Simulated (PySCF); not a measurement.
## Xe: excitation energy

Xe [Xe] (1S) → Xe [Kr] 4d10 5s2 5p5 5d1 (high-spin determinant), as a difference of total energies. All numbers are calculated (PySCF 2.14, scalar relativity by spin-free X2C-1e, in x2c-QZVPPall with one added diffuse shell each of s, p, d, f type (14s10p8d5f1g, 128 functions)). Correlated levels: valence: [Kr] 4d10 frozen; valence and next inner shell: [Ar] 3d10 frozen. The calculations carry no spin-orbit coupling.

| method | excitation energy (eV) |
| --- | --- |
| UHF | 10.162 |
| LDA | 10.549 |
| PBE | 10.263 |
| PBE0 | 10.414 |
| r2SCAN | 10.494 |
| B3LYP | 10.445 |
| BP86 | 10.296 |
| r2SCAN0 | 10.536 |
| MP2 (valence) | 10.739 |
| SCS-MP2 (valence) | 10.774 |
| MP2 (valence and next inner shell) | 10.945 |
| SCS-MP2 (valence and next inner shell) | 10.921 |

How much does correlation contribute at MP2 (valence and next inner shell)?

10.945 − (10.162) = 0.783 eV, measured against UHF.

A first-order spin-orbit estimate (lowest level to lowest level, LS coupling) adds -0.356 eV.

The promoted electron is Rydberg-like, and one or two diffuse shells describe it only roughly, which tends to raise the upper state.

In the upper state the promoted electron has a positive orbital energy at LDA, PBE, r2SCAN, B3LYP, BP86, so the basis confines it.

The determinant of the upper state mixes LS terms, which raises its energy above the lowest term, most at the Hartree-Fock and MP2 levels.
